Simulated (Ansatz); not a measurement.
Program: Ansatz. Geometries: PBE0-D4/def2-TZVP. ΔE: electronic, gas phase. CCSD(T)/CBS adds triple-zeta CCSD(T) − MP2 to the extrapolated MP2 energy (def2 sets, frozen cores). DFT in def2-TZVPP. HSE06 is defined as in plane-wave codes.

Reaction (isomerisation): `B/C=C1\O[SiH2]1` → `BC1=C[SiH2]O1`

```tsv
level	ΔE (kJ/mol)	difference from CCSD(T)/CBS
PBE-D4	-44.2	23.0
r2SCAN-D4	-50.0	17.2
r2SCAN0-D4	-60.0	7.2
HSE06-D4	-56.9	10.3
B2PLYP	-56.7	10.5
revPBE	-41.0	26.2
HSE06	-56.3	10.9
MP2/def2-SVP	-59.3	7.9
CCSD/def2-SVP	-64.0	3.2
HF/def2-QZVPP	-80.2	-13.0
CCSD(T)/CBS	-67.2	0
```

**Question.** What do rigid-rotor, harmonic-oscillator terms from PBE0-D4/def2-TZVP frequencies (298.15 K, 1 bar) make of the CCSD(T)/CBS value? (Best estimate.)

**Answer.** Ansatz gave: ΔZPE = -0.2 kJ/mol, ΔH = -67.7 kJ/mol, ΔS = -1 J/(mol·K), ΔG = -67.4 kJ/mol.

Largest T1 diagnostic among the species: 0.016.

In def2-TZVPP, CCSD(T) changes the Hartree–Fock value by +14.6 kJ/mol (the triples alone add +3.7 kJ/mol) and MP2 by +16.5 kJ/mol. From PBE to PBE0 (25 % exact exchange), in def2-TZVPP and without D4, ΔE moves by −13.1 kJ/mol. Leaving LDA and LC-ωPBE aside and taking each functional with its dispersion term where it has one, the values, not all of them listed here, spread over 25.1 kJ/mol, from BHLYP-D4 to BLYP-D4. LDA lies −5.8 kJ/mol from PBE without D4.
